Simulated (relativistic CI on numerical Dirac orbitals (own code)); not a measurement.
## Hf²⁰⁺: computed level list

Method of calculation: Dirac-Coulomb-Breit CI, KLI orbitals optimised for each configuration, model QED (radiative potential, 1s self-energy scaled to tabulated hydrogen-like ionisation energies), unscaled Slater integrals (own radial code, finite nucleus).

Configuration list (outside the closed core [Ar] 3d10 4p6): 4s2 4d10 4f6, 4s2 4d10 4f5 5s, 4s2 4d10 4f4 5s2, 4s2 4d10 4f5 5p, 4s2 4d10 4f4 5s 5p, 4s2 4d9 4f7, 4s2 4d10 4f4 5p2, 4s2 4d10 4f5 6p, 4d10 4f8. Levels of other configurations are missing.

The lowest level is 4s2 4d10 4f6 7F_0, with 72 % of that term; Hund's rules for 4s2 4d10 4f6 give 7F with J = 0, in agreement.

```tsv
No.	Configuration	Term	J	E (eV)	%	Landé g	jj configuration (%)
1	4s2 4d10 4f6	7F	0	0.0000	72		4f5/2^4 4f7/2^2 (49)
2	4s2 4d10 4f6	7F	1	0.4127	81	1.496	4f5/2^5 4f7/2 (52)
3	4s2 4d10 4f6	7F	2	0.9324	88	1.491	4f5/2^4 4f7/2^2 (55)
4	4s2 4d10 4f6	7F	3	1.4635	92	1.487	4f5/2^3 4f7/2^3 (43)
5	4s2 4d10 4f6	7F	4	1.9726	93	1.483	4f5/2^3 4f7/2^3 (44)
6	4s2 4d10 4f6	7F	5	2.4403	91	1.479	4f5/2^3 4f7/2^3 (40)
7	4s2 4d10 4f6	7F	6	2.8399	85	1.471	4f5/2^3 4f7/2^3 (36)
8	4s2 4d10 4f6	5D	0	4.2036	41		4f5/2^6 (49)
9	4s2 4d10 4f6	5D	1	5.3994	66	1.476	4f5/2^5 4f7/2 (40)
10	4s2 4d10 4f6	5D	2	6.6778	81	1.463	4f5/2^4 4f7/2^2 (45)
11	4s2 4d10 4f6	5L	6	6.6833	59	0.830	4f5/2^5 4f7/2 (54)
12	4s2 4d10 4f6	5L	7	7.5355	79	0.941	4f5/2^4 4f7/2^2 (63)
13	4s2 4d10 4f6	5G	2	7.7334	71	0.462	4f5/2^4 4f7/2^2 (43)
14	4s2 4d10 4f6	5G	6	7.8040	29	1.149	4f5/2^4 4f7/2^2 (47)
15	4s2 4d10 4f6	5G	3	7.8587	39	1.015	4f5/2^4 4f7/2^2 (41)
16	4s2 4d10 4f6	5G	5	7.8600	39	1.136	4f5/2^4 4f7/2^2 (53)
17	4s2 4d10 4f6	5G	4	7.9978	49	1.025	4f5/2^4 4f7/2^2 (39)
18	4s2 4d10 4f6	5D	3	8.0184	58	1.247	4f5/2^3 4f7/2^3 (61)
19	4s2 4d10 4f6	5L	8	8.1010	86	1.045	4f5/2^3 4f7/2^3 (54)
20	4s2 4d10 4f6	5L	9	8.4647	87	1.123	4f5/2^3 4f7/2^3 (55)
21	4s2 4d10 4f6	5L	10	8.4919	78	1.171	4f5/2^4 4f7/2^2 (38)
22	4s2 4d10 4f6	5D	4	9.1971	55	1.379	4f5/2^3 4f7/2^3 (44)
23	4s2 4d10 4f6	5H	7	9.2371	55	1.207	4f5/2^3 4f7/2^3 (63)
24	4s2 4d10 4f6	3P	0	9.3117	42		4f5/2^4 4f7/2^2 (41)
25	4s2 4d10 4f6	5H	3	9.4257	42	0.738	4f5/2^3 4f7/2^3 (48)
26	4s2 4d10 4f6	5G	4	9.6879	37	0.956	4f5/2^2 4f7/2^4 (37)
27	4s2 4d10 4f6	5I	6	9.7279	27	1.174	4f5/2^3 4f7/2^3 (47)
28	4s2 4d10 4f6	5G	5	9.7452	37	1.040	4f5/2^3 4f7/2^3 (46)
29	4s2 4d10 4f6	5F	2	9.8345	44	1.017	4f5/2^5 4f7/2 (35)
30	4s2 4d10 4f6	5F	3	9.9259	42	1.141	4f5/2^3 4f7/2^3 (31)
```

Energies count from the lowest computed level. Filled j subshells are mostly left out of the jj labels.

The mean weight of the leading LS term, summed over parents, in these 30 levels is 61 %, and that of the leading jj configuration (from the same eigenvectors) 46 %, so LS coupling describes them better.

At this charge energies of transitions that change n are usually good to better than 1 %, and those within a shell (Δn = 0) to a few per cent. Terms inside the open d or f shell come out 10 to 20 % too wide with unscaled integrals.

LS names give the leading component of a level, which can be under half, so a name can repeat, a term be missing and a line seem to break the LS rules.
